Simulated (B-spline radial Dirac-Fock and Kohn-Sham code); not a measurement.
**Dipole and non-dipole photoemission parameters of Ca 3p1/2**

System: neutral calcium, [Ar] 4s2; threshold 33.22 eV (orbital energy of the model). Model: Dirac-Hartree-Slater photoionisation with a Latter tail; cross sections with all multipoles, angular parameters from the dipole term and its interference with E2. Program: a radial finite-basis atomic code.

For linearly polarised light dσ/dΩ = σ/(4π) [1 + β P₂(cos θ) + (δ + γ cos²θ) sin θ cos φ], with θ from the polarisation vector and φ the angle between the beam and the projection of the electron momentum on the plane normal to the polarisation.

```tsv
hν (eV)	σ (kb)	β	γ	δ
52.6	303	-0.376	0.014	0.027
56.4	316	-0.342	0.082	0.020
66.3	377	0.174	0.146	0.005
80	434	0.718	0.117	-0.003
94.2	444	1.035	0.071	-0.005
150	321	1.467	-0.014	-0.002
221	187	1.596	-0.014	0.002
300	109	1.628	0.023	0.004
375	70.1	1.625	0.066	0.006
471	43.0	1.603	0.124	0.008
611	23.6	1.560	0.202	0.011
613	23.4	1.559	0.203	0.011
622	22.6	1.556	0.208	0.012
711	16.4	1.526	0.253	0.014
800	12.2	1.496	0.294	0.016
1000	6.89	1.432	0.377	0.022
1610	1.87	1.264	0.567	0.040
3030	0.278	0.995	0.824	0.085
3600	0.161	0.917	0.889	0.103
3680	0.150	0.907	0.897	0.105
3740	0.142	0.900	0.902	0.107
4000	0.114	0.870	0.926	0.115
4040	0.110	0.865	0.930	0.116
5270	?	?	?	?
5414.7	0.0418	0.736	1.029	0.156
7840	0.0118	0.585	1.153	0.218
12000	0.00259	0.431	1.302	0.309
13500	0.00169	0.392	1.342	0.338
14000	0.00148	0.381	1.355	0.348
```

Problem. Give the values at 5270 eV.

Solution. σ = 0.0458 kb, β = 0.748, γ = 1.021, δ = 0.152.

Values without a named source are computed, but for edge energies of neutral atoms, which are taken from tables.
